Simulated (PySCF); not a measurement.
## Shapes and spin states of [RuCl3]+

Computed with PySCF, B3LYP, basis Ru def2-SVP with ECP28, Cl def2-SVP (scalar-relativistic core potentials, no spin–orbit coupling, density fitting).

Relaxations began from a few typed shapes and spin states; open shells are unrestricted. The search is not exhaustive: other isomers or separated fragments can lie lower, and high-lying points may rest on an excited occupation.

Question: Which is the lowest minimum found?
A. broken-symmetry Ms = 0 (⟨S²⟩ 1.00) C2v: Ru–Cl 2.150 Å, Ru–Cl 2.170 Å (×2); Cl–Ru–Cl 112.2°, Cl–Ru–Cl 123.9° (×2)
B. triplet D3h: Ru–Cl 2.141 Å (×3); Cl–Ru–Cl 120.0° (×3)
C. singlet (closed shell, unstable to spin polarisation) C2v: Ru–Cl 2.124 Å, Ru–Cl 2.147 Å (×2); Cl–Ru–Cl 107.9°, Cl–Ru–Cl 126.0° (×2)
D. singlet (closed shell, unstable to spin polarisation) Cs: Ru–Cl 2.124 Å, Ru–Cl 2.147 Å (×2); Cl–Ru–Cl 107.9°, Cl–Ru–Cl 126.0° (×2)
E. triplet C2v: Ru–Cl 2.168 Å, Ru–Cl 2.176 Å (×2); Cl–Ru–Cl 101.7° (×2), Cl–Ru–Cl 156.5°
F. quintet C2v: Ru–Cl 2.176 Å, Ru–Cl 2.212 Å (×2); Cl–Ru–Cl 106.0° (×2), Cl–Ru–Cl 147.9°

Answer: F. The others lie at 3.2 (triplet D3h), 40.6 (broken-symmetry Ms = 0 C2v, a saddle point), 66.7 (triplet C2v), 94.9 (singlet Cs), 94.9 (singlet C2v) kJ/mol above it.

Formally Ru is in oxidation state +4, d4, with 4 unpaired electrons (the high-spin count). The Mulliken spin on Ru is 2.81. The polar-tensor charge on Ru, 1.34, is far below the formal one.

For the lowest minimum: with open d or f shells other occupations or spin states may lie lower.
